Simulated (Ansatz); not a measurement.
Reaction (redistribution): `NB(N)Cl` + `O[SiH](O)[O][GeH3]` → `NB(Cl)[O][GeH3]` + `N[SiH](O)O`

Computed with Ansatz on PBE0-D4/def2-TZVP structures; ΔE is electronic, products minus reactants. CCSD(T)/CBS is the MP2 limit (def2-TZVPP, def2-QZVPP) plus CCSD(T) − MP2 in def2-TZVPP, frozen cores. This one scheme is used for every species. Functionals use def2-TZVPP. For Ge outer-core shells are correlated without core-valence functions, which leaves a few kJ/mol of doubt a bond. Scalar relativity is left out up to krypton. One conformer a species, not always the lowest.

```tsv
level	ΔE (kJ/mol)
r2SCAN-D4	40.8
B2PLYP	41.3
MP2/def2-TZVPP	40.3
CCSD(T)/def2-TZVPP	38.9
HF/def2-QZVPP	47.2
SCS-MP2/def2-QZVPP	41.8
MP2/CBS(def2)	41.5
CCSD/CBS(def2)	41.7
```

(1) What does CCSD(T)/CBS give? (Best estimate.)

Largest T1 diagnostic among the species: 0.012.

Answers

(1) Computed: +40.1 kJ/mol. The listed levels differ from it by 0.7, 1.2, 0.2, -1.2, 7.1, 1.7, 1.4, 1.6 kJ/mol.

In def2-TZVPP, CCSD(T) changes the Hartree–Fock value by −8.0 kJ/mol (the triples alone add −1.6 kJ/mol) and MP2 by −6.5 kJ/mol.
